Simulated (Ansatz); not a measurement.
Computed with Ansatz on PBE0-D4/def2-TZVP structures; ΔE is electronic, products minus reactants. CCSD(T)/CBS is the MP2 limit (def2-TZVPP, def2-QZVPP) plus CCSD(T) − MP2 in def2-TZVPP, frozen cores. This one scheme is used for every species. Functionals use def2-TZVPP. One conformer a species, not always the lowest.

Reaction (hydrogenolysis of a C–Al bond): `O[C]1([AlH2])CC1` + H₂ → `OC1CC1` + `[AlH3]`

| level | ΔE (kJ/mol) |
| --- | --- |
| B2PLYP | -31.5 |
| HF/def2-QZVPP | -61.6 |
| MP2/def2-QZVPP | -18.6 |
| MP2/CBS(def2) | -17.0 |

Q: What does CCSD(T)/CBS give? (An estimate is asked.)

A: Computed: -24.2 kJ/mol. The listed levels differ from it by -7.3, -37.4, 5.6, 7.2 kJ/mol.

Largest T1 diagnostic among the species: 0.010.

From PBE to PBE0 (25 % exact exchange), in def2-TZVPP and without D4, ΔE moves by −7.6 kJ/mol. The D4 term adds +10.2 kJ/mol with B3LYP and +5.6 kJ/mol with PBE0; it sums over pairs of atoms, weighted by their polarisabilities, and B3LYP, whose exchange is more repulsive, gets the larger term.

B3LYP here is the variant with VWN-RPA as its local correlation; programs differ in this.
